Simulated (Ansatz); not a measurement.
Z-matrix (Å, degrees):
```
C
N 1 1.3604
C 2 1.3262 1 118.77
H 3 1.0970 2 116.68 1 179.99
C 3 1.4052 4 119.71 2 -180.00
H 5 1.0926 3 120.11 4 0.01
C 5 1.3928 6 121.29 3 -180.00
H 7 1.0929 5 120.90 6 0.00
C 7 1.3966 8 121.01 5 180.00
H 9 1.0923 7 120.64 8 0.00
B 1 1.5528 2 118.00 3 180.00
H 11 1.2026 1 120.30 2 -0.08
H 11 1.2080 12 120.29 1 -180.00
```
Charge 0, spin multiplicity 1.

Method: Ansatz (a quantum-chemistry and plane-wave program) with frozen-core CCSD(T)/cc-pVTZ // B3LYP-D3(BJ)/def2-SVP. The restricted HF reference is unstable towards unrestricted orbitals.

```json
{
 "HF energy": "-272.03190 Ha",
 "MP2 correlation energy": "-1.07857 Ha"
}
```

Problem. Estimate the CCSD correlation energy, the (T) correction, the total energy and the T1 diagnostic.

Solution. 
```json
{
  "CCSD correlation energy": "-1.10569 Ha",
  "(T) correction": "-0.05924 Ha",
  "CCSD(T) total energy": "-273.19683 Ha",
  "T1 diagnostic": "0.011"
}
```
